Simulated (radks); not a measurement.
Task: Species: Zr25+. Configuration: [Ne] 3s2 3p3. Method: scalar-relativistic Kohn-Sham, PBEsol, spin-polarised, spherical densities, point nucleus; open shells are filled with parallel spins first (spin-orbit coupling, left out, can overturn this in heavy ions); computed with a radial shooting solver on a logarithmic mesh with Libxc functionals. Some entries of the table are withheld. Estimate them.

orbital  occ.  eigenvalue (eV)  <r> (bohr)  <1/r> (bohr^-1)
1s up       1        -18980.53     0.03708            41.24
1s down     1        -18975.77     0.03707            41.24
2s up       1        -3595.728      0.1608            9.356
2s down     1        -3591.815      0.1606            9.360
2p up       3        -3339.465      0.1398            9.104
2p down     3        -3334.187      0.1398            9.103
3s up       1        -1332.675         (1)            3.676
3s down     1        -1315.800         (2)            3.663
3p up       3        -1250.269      0.3899            3.562
3p down     0        -1233.367      0.3910            3.553
3d up       0              (3)      0.3491            3.389
3d down     0              (4)      0.3487            3.399
4s up       0        -679.1227      0.7640            1.916
4s down     0        -673.2317      0.7679            1.906

Result: 
(1) 3s up <r> (bohr): 0.4005
(2) 3s down <r> (bohr): 0.4017
(3) 3d up eigenvalue (eV): -1137.291
(4) 3d down eigenvalue (eV): -1122.774
